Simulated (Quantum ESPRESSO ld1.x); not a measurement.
Mn2+, 23 electrons, occupied as [Ar] 3d4 5d1 (not the ground configuration). All-electron calculation, scalar-relativistic Kohn-Sham, PBE, spin-unpolarised, spherical densities, point nucleus. Program: ld1.x of Quantum ESPRESSO 7.5. Some entries of the table are withheld. Estimate them.

orbital,occ.,eigenvalue (hartree),<1/r> (bohr^-1)
1s,2,-237.472,24.93
2s,2,(1),5.305
2p,6,-24.3556,5.202
3s,2,(2),1.674
3p,6,-3.15457,(3)
3d,4,(4),(5)
5d,1,(6),0.1826

Answer. 
(1) 2s eigenvalue (hartree): -28.5369
(2) 3s eigenvalue (hartree): -4.31328
(3) 3p <1/r> (bohr^-1): 1.542
(4) 3d eigenvalue (hartree): -1.35184
(5) 3d <1/r> (bohr^-1): 1.235
(6) 5d eigenvalue (hartree): -0.22430
